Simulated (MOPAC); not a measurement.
MOPAC input (PM6):

```
PM6 PRECISE GNORM=0.05 LET XYZ UHF MS=0.5 GEO-OK AUX(PRECISION=9) THREADS=1
C2H8ClSi2

C    -1.81851400 1    1.34624500 1    0.30358400 1
Si   -1.16926200 1   -0.31636100 1   -0.30131200 1
C    -2.24264500 1   -1.74244900 1    0.31504500 1
Si    1.08401400 1   -0.59755400 1    0.24659300 1
Cl    2.10431200 1    1.10039000 1   -0.40248500 1
H    -2.81904400 1    1.54014000 1   -0.08784600 1
H    -1.16271200 1    2.15761100 1   -0.01341800 1
H    -1.87608700 1    1.36133400 1    1.39628800 1
H    -3.26644600 1   -1.63896500 1   -0.05017200 1
H    -2.27755000 1   -1.75407200 1    1.40868400 1
H    -1.85970600 1   -2.70638400 1   -0.02267500 1
H     1.68010500 1   -1.77027200 1   -0.43400100 1
H     1.36853900 1   -0.72399800 1    1.69967200 1
```

Output:

```
 *******************************************************************************
 **                                                                           **
 **                              MOPAC v23.2.5                                **
 **                                                                           **
 *******************************************************************************
 ** MOPAC's Digital Object Identifier: https://doi.org/10.5281/zenodo.6511958 **
 **                                                                           **
 ** Please cite the open-source release paper for use of this MOPAC version:  **
 ** J. E. Moussa and J. J. P. Stewart (2026)                                  **
 ** MOPAC: An open-source semiempirical molecular orbital program             **
 ** J. Open Source Softw., 11(119), 8025, https://doi.org/10.21105/joss.08025 **
 *******************************************************************************

                              PM6 CALCULATION RESULTS

 *******************************************************************************
 *  PM6        - The PM6 Hamiltonian to be used
 *  GEO-OK     - OVERRIDE INTERATOMIC DISTANCE AND OTHER SAFETY CHECKS
 *  UHF        - UNRESTRICTED HARTREE-FOCK CALCULATION
 *  MS=        - IN MECI, MAGNETIC COMPONENT OF SPIN =  0.5
 *  LET        - OVERRIDE SOME SAFETY CHECKS
 *  PRECISE    - TIGHTER CRITERIA TO BE USED
 *  XYZ        - CARTESIAN COORDINATE SYSTEM TO BE USED
 *  GNORM      - EXIT WHEN GRADIENT NORM DROPS BELOW 0.050
 *  AUX        - OUTPUT AUXILIARY INFORMATION
 *******************************************************************************
PM6 PRECISE GNORM=0.05 LET XYZ UHF MS=0.5 GEO-OK AUX(PRECISION=9) THREADS=1
 C2H8ClSi2

   ATOM   CHEMICAL          X               Y               Z
  NUMBER   SYMBOL      (ANGSTROMS)     (ANGSTROMS)     (ANGSTROMS)

     1       C         -1.81851400  *   1.34624500  *   0.30358400  *
     2      Si         -1.16926200  *  -0.31636100  *  -0.30131200  *
     3       C         -2.24264500  *  -1.74244900  *   0.31504500  *
     4      Si          1.08401400  *  -0.59755400  *   0.24659300  *
     5      Cl          2.10431200  *   1.10039000  *  -0.40248500  *
     6       H         -2.81904400  *   1.54014000  *  -0.08784600  *
     7       H         -1.16271200  *   2.15761100  *  -0.01341800  *
     8       H         -1.87608700  *   1.36133400  *   1.39628800  *
     9       H         -3.26644600  *  -1.63896500  *  -0.05017200  *
    10       H         -2.27755000  *  -1.75407200  *   1.40868400  *
    11       H         -1.85970600  *  -2.70638400  *  -0.02267500  *
    12       H          1.68010500  *  -1.77027200  *  -0.43400100  *
    13       H          1.36853900  *  -0.72399800  *   1.69967200  *

          CARTESIAN COORDINATES

    NO.       ATOM           X           Y           Z

     1         C         -1.8185      1.3462      0.3036
     2        Si         -1.1693     -0.3164     -0.3013
     3         C         -2.2426     -1.7424      0.3150
     4        Si          1.0840     -0.5976      0.2466
     5        Cl          2.1043      1.1004     -0.4025
     6         H         -2.8190      1.5401     -0.0878
     7         H         -1.1627      2.1576     -0.0134
     8         H         -1.8761      1.3613      1.3963
     9         H         -3.2664     -1.6390     -0.0502
    10         H         -2.2776     -1.7541      1.4087
[...]
   1    C       -2.087896350     1.268221221     0.740140311
   2   Si       -1.013343504    -0.223037664     0.404490524
   3    C       -2.003905767    -1.653377522    -0.276790258
   4   Si        0.965642362    -0.195540583     0.486964596
   5   Cl        2.212894172     0.391837687    -1.099430650
   6    H       -2.596945792     1.619392547    -0.171132488
   7    H       -1.511050268     2.122233957     1.133042675
   8    H       -2.873572077     1.047518595     1.479131822
   9    H       -2.526646549    -1.383089924    -1.207606709
  10    H       -2.773412663    -1.992089925     0.434048113
  11    H       -1.374332431    -2.529296936    -0.506597605
  12    H        1.385740086    -1.593750644     0.801578042
  13    H        1.320914314     0.723897835     1.608960382

           Empirical Formula: C2 H8 Si2 Cl  =    13 atoms

      MOLECULAR POINT GROUP   :   Cs

          ALPHA EIGENVALUES
 -26.10931 -25.48274 -24.56044 -19.74587 -15.11550 -14.24094 -14.10911 -13.71700
 -13.68106 -12.44166 -12.14446 -11.33932 -11.06987 -10.36905  -9.03879  -6.88113
  -0.56157  -0.11897   0.15765   0.83886   1.21768   1.31230   1.52868   1.72156
   1.94925   2.37190   3.03709   3.22057   3.34477   4.35784   4.44447   4.79668
   5.61981   5.68157   5.69089   5.73908   6.81663   6.92580  91.26183  91.36806
  91.38431  91.74757  91.74765

           BETA EIGENVALUES
 -25.80518 -25.39479 -24.54854 -19.49719 -14.87608 -14.18401 -14.10099 -13.70743
 -13.62635 -12.28487 -12.13515 -11.28238 -11.06281 -10.35178  -8.86115  -1.59055
  -0.44685   0.09412   0.55379   0.91578   1.23271   1.47165   1.51396   1.86219
   2.06497   2.46312   3.13639   3.30414   3.53429   4.38579   4.42675   4.79997
   5.62684   5.68555   5.70333   5.74373   6.82214   6.92961  91.35921  91.44993
  91.45735  91.76760  91.76765

              NET ATOMIC CHARGES AND DIPOLE CONTRIBUTIONS

  ATOM NO.   TYPE          CHARGE      No. of ELECS.   s-Pop       p-Pop       d-Pop
    1          C          -0.787848        4.7878     1.08535     3.70250
    2         Si           0.463311        3.5367     1.26173     1.74216     0.53280
    3          C          -0.787804        4.7878     1.08533     3.70247
    4         Si           0.260285        3.7397     1.16656     1.89801     0.67514
    5         Cl          -0.315187        7.3152     1.99446     5.31894     0.00178
    6          H           0.194940        0.8051     0.80506
    7          H           0.201253        0.7987     0.79875
    8          H           0.194584        0.8054     0.80542
    9          H           0.194854        0.8051     0.80515
   10          H           0.194651        0.8053     0.80535
   11          H           0.201268        0.7987     0.79873
   12          H          -0.007130        1.0071     1.00713
   13          H          -0.007177        1.0072     1.00718
 DIPOLE           X         Y         Z       TOTAL
 POINT-CHG.    -1.872    -0.903     2.440     3.205
 HYBRID        -1.986     0.395    -1.296     2.403
 SUM           -3.857    -0.508     1.145     4.055

          ATOMIC ORBITAL ELECTRON POPULATIONS

     Atom    s        px        py        pz      x^2-y^2     xz        z^2       yz        xy
    1  C   1.08535   1.23705   1.27323   1.19222
    2 Si   1.26173   0.66395   0.50862   0.56959   0.12266   0.14821   0.04204   0.06436   0.15554
    3  C   1.08533   1.23083   1.26816   1.20348
    4 Si   1.16656   0.56730   0.71383   0.61688   0.17677   0.18206   0.10432   0.15315   0.05884
    5 Cl   1.99446   1.75625   1.88524   1.67745   0.00022   0.00069   0.00039   0.00033   0.00016
    6  H   0.80506
    7  H   0.79875
    8  H   0.80542
    9  H   0.80515
   10  H   0.80535
   11  H   0.79873
   12  H   1.00713
   13  H   1.00718

                    (SZ)    =    0.500000
                    (S**2)  =    0.753281

          ATOMIC ORBITAL SPIN POPULATIONS

    Atom   Total    s     px     py     pz   x^2-y^2  xz     z^2    yz     xy
         Atomic
    1  C  0.0001 -0.001 -0.002  0.001  0.003
    2 Si  0.6664  0.037  0.002  0.055  0.421 -0.002  0.115  0.017  0.007  0.014
    3  C  0.0001 -0.001 -0.002 -0.004  0.007
    4 Si  0.2703  0.026 -0.003  0.018  0.103 -0.002  0.113 -0.002  0.003  0.014
    5 Cl  0.0669  0.000  0.050  0.003  0.014  0.000 -0.000  0.000 -0.000 -0.000
    6  H  0.0046  0.005
    7  H -0.0001 -0.000
    8  H  0.0022  0.002
    9  H  0.0045  0.005
   10  H  0.0023  0.002
   11  H -0.0001 -0.000
   12  H -0.0086 -0.009
   13  H -0.0086 -0.009

 **********************
 *                    *
 * JOB ENDED NORMALLY *
 *                    *
 **********************

 == MOPAC DONE ==
```

The geometry given is a B3LYP-D3(BJ)/def2-TZVP minimum.
